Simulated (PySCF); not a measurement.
Two-component Hartree-Fock for Ag(2+) (silver, charge +2)

Start: [Kr] 4d9; 4d3/2 filled at m_j = -3/2, -1/2, +1/2, +3/2; 4d5/2 filled at m_j = -3/2, -1/2, +1/2, +3/2, +5/2. Calculated with PySCF 2.14 in x2c-SVPall-2c: generalised Hartree-Fock with the X2C-1e Hamiltonian and a Gaussian nucleus; one run each with spin-orbit coupling (SO) switched off, then screened by Boettger's factors.

```
spinor shell  electrons  ε, spin-free (eV)  ε, screened SO (eV)  weight of nominal j (screened SO)  rms radius, screened SO (bohr)
       1s1/2          2           -25664.7             -25662.8                              1.000                          0.0357
       2s1/2          2            -3883.5              -3883.0                              1.000                           0.146
       2p1/2          2            -3479.9              -3601.5                              1.000                           0.127
       2p3/2          4            -3479.9              -3423.7                              1.000                           0.131
       3s1/2          2            -767.57              -767.40                              1.000                           0.392
       3p1/2          2            -631.45              -653.66                              1.000                           0.387
       3p3/2          4            -631.45              -621.09                              1.000                           0.398
       3d3/2          4            -417.08              -420.95                              0.999                           0.374
       4s1/2          2            -138.87              -138.82                              1.000                           0.979
       4p1/2          2            -97.013              -101.46                              0.986                            1.05
       4p3/2          4            -97.013              -94.888                              0.993                            1.08
       4d3/2          4            -36.186              -36.829                              0.907                            1.41
       4d5/2          5            -36.186              -35.685                              0.925                            1.43
```

Question: Where does 3d5/2 lie, and what is the 3d spin-orbit splitting (screened SO)?

Answer: At -414.32 eV, 6.631 eV above 3d3/2.

| quantity | spin-free | screened SO |
| --- | --- | --- |
| E (hartree) | -5310.89056 | -5311.85490 |
| M_J | 5/2 | 5/2 |
| ⟨J²⟩ | 8.755 | 8.755 |
| ⟨L²⟩ | 6.004 | 6.018 |
| ⟨S²⟩ | 0.751 | 0.764 |

Each row is a mean over spinors that exchange with the open shell spreads, by up to 5.483 eV (4p3/2).

Breit and QED terms are absent; they matter most for the inner s and p1/2 levels.

Densities and radii are taken from the X2C orbitals without a picture-change correction, which distorts them close to the nucleus.

Without spin-orbit coupling the j labels of p, d and f shells carry no meaning; the spin-free column gives the mean over the occupied spinors of each nl shell.
